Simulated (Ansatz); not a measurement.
CdO2⁺. Charge 1, multiplicity 2. Geometry r2SCAN-D4/def2-TZVP; atoms count from 1.

```csv
atom,x (Å),y (Å),z (Å)
Cd1,-1.1639,0.7210,1.3698
O2,1.1572,-0.5320,-0.7110
O3,0.0067,-0.1890,-0.6588
```

In the def2 sets Cd takes a core potential; there is no spin–orbit coupling. The structure holds 1 bond(s) between oxygen atoms. The relaxed charge 1 doublet is spin-contaminated (final ⟨S²⟩ up to 1.62, 0.75 for a pure state). The geometry of the doublet was relaxed on an unsound state (⟨S²⟩ 1.56, where a pure state has 0.75). The structure comes from a short search, and lower isomers may exist.

Problem. Estimate the Mulliken populations from the PBE0/def2-TZVP orbitals of Ansatz.

Solution. 
```
atom  charge (e)  spin (α − β)  d electrons
 Cd1        0.90         -0.91        10.01
  O2        0.14          1.09            –
  O3       -0.04          0.83            –
```
Mulliken values and Mayer orders depend strongly on the basis.

Problem. Where does the spin sit?

Solution. Summed by element: Cd -0.91, O 1.91, of 1 unpaired in all. Largest on single atoms: O2 1.09, Cd1 -0.91, O3 0.83.

Problem. And the Mayer bond orders between bonded heavy atoms (over 0.3)?

Solution. O2–O3 1.79 (1.20 Å).
